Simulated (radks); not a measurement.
Task: These are the eigenvalues of the occupied orbitals of an atom or ion with whole-number occupations (hartree). Calculated with a radial shooting solver on a logarithmic mesh with Libxc functionals: scalar-relativistic Kohn-Sham, PBE, spin-unpolarised, spherical densities, finite nucleus; Fermi nuclear charge, rms radius of each element as measured or else 0.836 A^(1/3) + 0.57 fm.

orbital  eigenvalue
1s        -10.59829
2s         -0.94661
2p         -0.62491

Which element is it, and in what charge state? The configuration may be excited.

Result: Z = 6, carbon, charge +1: C+ in [He] 2s2 2p1. The list shows which subshells hold electrons but not how many an open one holds; the 1s level, -10.598 hartree, gives Z - s = 4.6 by -(Z - s)^2/2, which with screening and relativity narrows Z to a few neighbours, and the depths of the outer levels then fix element, charge and occupations together.
